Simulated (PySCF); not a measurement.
**State search for BeCl**

Unrestricted PBE0; PySCF, no relativity, basis sets Be pcseg-1, Cl pcseg-1. Outer shells of the fragments: Be 2s2; Cl 3s2 3p5.

Followed along the bond (rough minima from three points):

```json
{"2Ms+1": "2", "unpaired": "σ ↑", "⟨S²⟩ at the start": "0.75", "R at minimum (Å)": "1.82", "Te (eV)": "0.00"}
{"2Ms+1": "4", "unpaired": "σ ↑, π ↑↑", "⟨S²⟩ at the start": "3.75", "R at minimum (Å)": "none in the scan", "Te (eV)": "≤ 6.40"}
```

Solutions found at the starting distance of 1.930 Å, counted from the lowest of them; the search is not exhaustive and high or unbound solutions are not listed, so other states can lie among these:

| 2Ms+1 | unpaired | term | E (eV) | ⟨S²⟩ | ⟨Lz²⟩ | μ (D) |
| --- | --- | --- | --- | --- | --- | --- |
| 2 | σ ↑ | ²Σ⁺ | 0.00 | 0.75 | 0.00 | -1.83 |
| 2 | π ↑ | ²Π | 3.26 | 0.76 | 1.00 | -4.05 |
| 2 | π ↑ | ²Π | 5.57 | 0.75 | 1.01 | 4.80 |
| 4 | σ ↑, π ↑↑ | mixed | 6.56 | 3.75 | 2.01 | 4.01 |
| 4 | σ ↑, π ↑↑ | mixed | 6.75 | 3.75 | 2.00 | 4.01 |
| 4 | σ ↑↑, π ↑ | ⁴Π | 9.31 | 3.75 | 1.01 | 1.96 |
| 4 | π ↑↑↑ | ⁴Π | 9.48 | 3.76 | 1.01 | 2.53 |

A term symbol is given only where ⟨S²⟩ and ⟨Lz²⟩ are close to those of a pure state; real π, δ and φ orbitals otherwise mix terms. A positive dipole means Be(−)Cl(+).

Counting both spins, an empty level lies below a filled one in some of these solutions, because spin and occupation are held.
